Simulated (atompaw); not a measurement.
What the settings do to the PAW (atompaw) potential of manganese (Mn)

Base potential:

manganese, PAW, made with atompaw 4.2.0.5 (PBE, scalar-relativistic). Core [Ar], reference 3d5 4s2 4p0. Waves: 4s (bound); 4s channel at 0.05 Ry; 4p (bound, empty); 4p channel at 4.45 Ry; 3d (bound); 3d channel at 1.6 Ry. Local part: bessel scheme, radius 2.35 bohr. Core correction: smooth core density matched at 1.70 bohr. Augmentation charge: sinc compensation charge, radius 2.35 bohr; PAW radius 3.00 bohr; waves and projectors: bloechl.

Cutoffs, loose and tight: the cutoffs (Ry, on a coarse ladder) from which the occupation-weighted sum of valence levels, in a spherical-Bessel basis at the reference potential, stays within 10 and 1 mRy of its value at 400 Ry. They see the waves, projectors and local potential, not the compensation charge or the core. A dash means not determined.

A true bound ghost makes a file unfit for plane-wave use even where its test errors are small: the radial tests pick states by their node count and pass the ghost by.

```tsv
change	outcome	cutoff, loose	cutoff, tight	bound ghosts
base	generated	18 Ry	25 Ry	none
local potential bessel scheme, radius 1.24 bohr	generated	35 Ry	40 Ry	s
local potential bessel scheme, radius 1.48 bohr	generated	25 Ry	35 Ry	s
local potential bessel scheme, radius 1.60 bohr	generated	21 Ry	30 Ry	s
local potential bessel scheme, radius 1.82 bohr	generated	21 Ry	30 Ry	none
local potential bessel scheme, radius 2.04 bohr	generated	18 Ry	25 Ry	none
local potential bessel scheme, radius 2.18 bohr	generated	18 Ry	25 Ry	none
local potential bessel scheme, radius 2.36 bohr	generated	18 Ry	25 Ry	none
local potential bessel scheme, radius 2.50 bohr	generated	18 Ry	25 Ry	none
local potential bessel scheme, radius 2.72 bohr	generated	18 Ry	30 Ry	none
local potential bessel scheme, radius 2.96 bohr	generated	18 Ry	30 Ry	none
```

Reading the sweep of the r_vloc (base included, trends over the rows without a ghost): The loose cutoff stays near 18 Ry. Bound ghosts are found at 1.24, 1.48, 1.6 bohr.
